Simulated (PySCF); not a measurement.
**Finite-field polarisability of Mg (magnesium, neutral)**

[Ne] 3s2, closed-shell 1S. Calculation: PySCF 2.14, in dyall-av3z (20s13p6d4f, 117 functions); the spin-free X2C one-electron Hamiltonian (Gaussian nucleus). Frozen: [Ne]. Energy changes in a uniform field (μhartree):

```json
{"axis": "x", "F (au)": "0.0016", "HF": "-103.907", "MP2": "-97.971", "CCSD": "-95.371", "CCSD(T)": "-95.371"}
{"axis": "x", "F (au)": "0.0032", "HF": "-415.933", "MP2": "-392.168", "CCSD": "-381.748", "CCSD(T)": "-381.748"}
```

**Question.** Derive α along x at CCSD(T) from the two fields.

**Answer.** With ΔE = −αF²/2 − γF⁴/24, α = −(16 ΔE(F) − ΔE(2F))/(6F²) = 74.49 bohr³.

**Question.** And the mean polarisability at each level?

**Answer.** HF 81.16, MP2 76.52, CCSD 74.49, CCSD(T) 74.49 bohr³. Reference: 71.2 ± 0.4 bohr³ (recommended; Schwerdtfeger and Nagle, table of static dipole polarizabilities (2023 update)).
